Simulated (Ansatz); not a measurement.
Program: Ansatz. Geometries: PBE0-D4/def2-TZVP. ΔE: electronic, gas phase. CBS: MP2 limit from def2 TZ/QZ plus the TZ coupled-cluster correction, frozen cores. This one scheme is used for every species. Functionals use def2-TZVPP. Triplets are unrestricted, without spin–orbit coupling. For Zn outer-core shells are correlated without core-valence functions, which leaves a few kJ/mol of doubt a bond. Scalar relativity is left out up to krypton. Each species was taken in one conformer, which may not be the lowest.

Reaction (formal loss of a carbene): `[CH3][Zn][CH2]C=O` → `[CH2]` (triplet) + `O=C[CH2][ZnH]`

CCSD(T)/CBS gives +4.87 eV.

Problem. Another level gave +4.79 eV. Which?
A. CCSD/def2-TZVPP
B. HF/def2-TZVPP
C. PBE0-D4/def2-TZVPP
D. ωB97X-V/def2-TZVPP

Solution. C. PBE0-D4 4.79, ωB97X-V 4.91, CCSD/def2-TZVPP 4.59, HF/def2-TZVPP 3.19 eV.

Largest T1 diagnostic among the species: 0.016.

In def2-TZVPP, CCSD(T) changes the Hartree–Fock value by +1.52 eV (the triples alone add +0.13 eV) and MP2 by +1.71 eV. The D4 term adds +0.06 eV with B3LYP and +0.03 eV with PBE0; it sums over pairs of atoms, weighted by their polarisabilities, and B3LYP, whose exchange is more repulsive, gets the larger term. From PBE to PBE0 (25 % exact exchange), in def2-TZVPP and without D4, ΔE moves by −0.11 eV.

B3LYP here is the variant with VWN-RPA as its local correlation; programs differ in this.
